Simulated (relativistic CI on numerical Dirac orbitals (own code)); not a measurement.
**N II: calculation against measurement**

Computed by Dirac-Coulomb-Breit CI, separate exchange-only KLI orbitals for each configuration, model QED, valence Slater integrals scaled by 0.85, P86 correlation estimate, and configurations built on the next ion tied to the tabulated ionisation energy (semi-empirical) (own radial code, finite nucleus).

Configuration list (outside the closed core 1s2): 2s²2p², 2s2p³, 2s²2p3s, 2s²2p3p, 2s²2p3d, 2s²2p4s, 2p⁴, 2s²2p4p, 2s²2p4d, 2s²2p4f, 2s²3s², 2s²3s3p, 2s2p²3s, 2s²3s3d, 2s²3p², 2p³3s, 2s²3p3d, 2s2p²3p. Levels of other configurations are missing.

```
Configuration  Term (tabulated)  J  Measured (cm⁻¹)  Computed  Error  Purity (%)
       2s²2p²                3P  0              0.0         0      0          98
       2s²2p²                3P  1             48.7        47     -2          98
       2s²2p²                3P  2            130.8       125     -6          98
       2s²2p²                1D  2          15316.2     15291    -26          99
       2s²2p²                1S  0          32688.6     27666  -5022          95
      2s²2p3s               3P°  0         148908.6    141137  -7771          95
      2s²2p3s               3P°  1         148940.2    141189  -7751          95
      2s²2p3s               3P°  2         149076.5    141303  -7774          95
      2s²2p3s               1P°  1         149187.8    143203  -5984          93
      2s²2p3p                1P  1         164610.8    165423    813          99
      2s²2p3p                3D  1         166521.7    167071    549          99
      2s²2p3p                3D  2         166582.5    167132    550          99
      2s²2p3p                3D  3         166678.6    167231    552          99
      2s²2p3p                3S  1         168892.2    169200    308          99
      2s²2p3p                3P  0         170572.6    170562    -10          98
      2s²2p3p                3P  1         170607.9    170599     -9          98
      2s²2p3p                3P  2         170666.2    170658     -8          98
      2s²2p3p                1D  2         174212.0    173956   -256          99
      2s²2p3p                1S  0         178273.4    177687   -586          96
      2s²2p3d               3F°  2         186511.6    186423    -89          99
      2s²2p3d               3F°  3         186571.0    186482    -89          99
      2s²2p3d               3F°  4         186652.5    186564    -88         100
      2s²2p3d               1D°  2         187091.4    187178     87          93
      2s²2p3d               3D°  1         187437.6    187342    -95          99
      2s²2p3d               3D°  2         187461.6    187368    -94          96
      2s²2p3d               3D°  3         187491.9    187397    -95          98
      2s²2p3d               3P°  2         188857.4    188501   -356          98
      2s²2p3d               3P°  1         188909.2    188554   -356          98
      2s²2p3d               3P°  0         188937.2    188581   -356          98
      2s²2p3d               1F°  3         189335.2    189426     91          99
```

Measured levels from NIST Handbook of Basic Atomic Spectroscopic Data (Sansonetti and Martin, J. Phys. Chem. Ref. Data 34, 1559 (2005)); pairs were made by configuration, J and term (by order where the table uses no LS term), so strongly mixed levels may be paired wrongly.

Mean error by configuration (cm⁻¹): 2s²2p² -1264; 2s²2p3s -7320; 2s²2p3p 190; 2s²2p3d -131. Over the excited levels the mean absolute error is 1371 cm⁻¹ (29 of the 39 excited levels that our extract of the source holds in range could be paired, and the others can miss by more), and the median relative error of those above 1,000 cm⁻¹ is 0.18 %.
